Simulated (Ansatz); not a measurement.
Stepwise reaction of `Cl[Si](Cl)(I)I` with hydrogen fluoride, as a gas-phase model of exchange steps in deposition or etching. ΔE in kJ/mol; ΔG adds harmonic PBE0-D4 terms to CCSD(T)/CBS, at 1 bar.

Gas-phase electronic energies from Ansatz, PBE0-D4/def2-TZVP geometries. CCSD(T)/CBS is the MP2 limit (def2-TZVPP, def2-QZVPP) plus CCSD(T) − MP2 in def2-TZVPP, frozen cores. This one scheme is used for every species. Functionals use def2-TZVPP. B3LYP here is the variant with VWN-RPA as its local correlation; programs differ in this. Elements past krypton have def2 core potentials. For I outer-core shells are correlated without core-valence functions, which leaves a few kJ/mol of doubt a bond.

```json
{"step": "2", "reaction": "`F[Si](Cl)(Cl)I` + H–F → `F[Si](F)(Cl)Cl` + HI", "PBE-D4": "-56.8", "B3LYP-D4": "-71.7", "ωB97M-V": "-74.1", "CCSD(T)/CBS": "-65.7", "ΔG(500 K)": "-69.7"}
```

Task: Give the row of step 1, `Cl[Si](Cl)(I)I` + H–F → `F[Si](Cl)(Cl)I` + HI. (Estimate.)

Result: Ansatz gave: 
| step | reaction | PBE-D4 | B3LYP-D4 | ωB97M-V | CCSD(T)/CBS | ΔG(500 K) |
| --- | --- | --- | --- | --- | --- | --- |
| 1 | `Cl[Si](Cl)(I)I` + H–F → `F[Si](Cl)(Cl)I` + HI | -49.3 | -63.3 | -66.8 | -53.7 | -64.0 |

Task: By hand: ΔE of the 2 steps together at CCSD(T)/CBS.

Result: (-53.7) + (-65.7) = -119.4 kJ/mol, or -59.7 kJ/mol a step.

In ΔE each step is lower than the one before. All are downhill at CCSD(T)/CBS. ΔG lies between -69.7 and -64.0 kJ/mol a step. PBE-D4 differs from CCSD(T)/CBS by 4.4 to 8.9 kJ/mol a step. Isolated molecules leave out the surface, adducts and barriers. Largest T1 diagnostic: 0.010.
